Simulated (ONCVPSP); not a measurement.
# Ranking ONCV potentials for rhenium

All share these settings but for the change named:

ONCVPSP 4.0.1 input, shortened (lines: element, Z, core and valence counts, functional; n l f; lmax; l rc ep ncon nbas qcut; lloc lpopt rc5 dvloc0; l nproj debl; icmod fcfact rcfact), PBE, scalar-relativistic:

```
  Re 75.00   10    4        4      upf
    1    0    2.00
    2    0    2.00
    2    1    6.00
    3    0    2.00
    3    1    6.00
    3    2   10.00
    4    0    2.00
    4    1    6.00
    4    2   10.00
    4    3   14.00
    5    0    2.00
    5    1    6.00
    5    2    5.00
    6    0    2.00
    2
    0    1.80    0.00    4    8    7.80
    1    1.15    0.00    3    7    6.40
    2    2.40    0.00    4    9    6.20
    4    5    1.10    3.00
    0    2    2.40
    1    2    1.70
    2    2    1.90
    1    0.50    0.00
```

In the p channel the program set the typed energies aside and used -1.728, 0.250 Ha.

Cutoff: the first of the cutoffs (Ha) at which the residual kinetic energy of the hardest occupied pseudo-wave falls to 1 and 0.1 mHa per electron; the density cutoff is not measured.

The base gives 108 Ha.

Of 5 variants that were run, those that failed, showed a ghost or another fault, or gave nearly equal values are left out.

(1) Rank these variants from softest to hardest (loose cutoff).
A. all radii but the core radius scaled by about 1.22 (s 2.20, p 1.40, d 2.92 bohr); local potential polynomial inside 1.34 bohr (lpopt 5, dvloc0 3 Ha)
B. all radii but the core radius scaled by about 1.10 (s 1.98, p 1.26, d 2.64 bohr); local potential polynomial inside 1.22 bohr (lpopt 5, dvloc0 3 Ha)
C. all radii but the core radius scaled by about 1.27 (s 2.30, p 1.46, d 3.06 bohr); local potential polynomial inside 1.40 bohr (lpopt 5, dvloc0 3 Ha)

## Answers

(1) C (17 Ha), A (20 Ha), B (62 Ha).
